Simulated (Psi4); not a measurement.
Dimer: H2 (SMILES [H][H]) (first 2 atoms) with C4H6 (SMILES C=CC=C); geometry from B3LYP-D3(BJ)/def2-TZVP.
(charge 0, multiplicity 1):
```xyz
12

H     -0.39781    -0.77197    -0.13853
H     -0.31462    -0.32971     0.45481
C      0.91779     1.52701     2.64923
C      0.00833     0.81747     3.31957
C      0.13710    -0.59627     3.62238
C     -0.77619    -1.30659     4.28613
H      1.83173     1.07162     2.28564
H      0.77881     2.57964     2.44348
H     -0.89785     1.30453     3.66926
H      1.04293    -1.08369     3.27251
H     -0.63988    -2.36027     4.48833
H     -1.69093    -0.85098     4.64746
```

Method: SAPT0/jun-cc-pV(D+d)Z (Psi4).

Q: Which attractive term is largest, and how does the interaction split up?

A: electrostatics -0.53, exchange 1.07, induction -0.17, dispersion -0.68, total -0.32 kcal/mol; the largest attraction is dispersion.
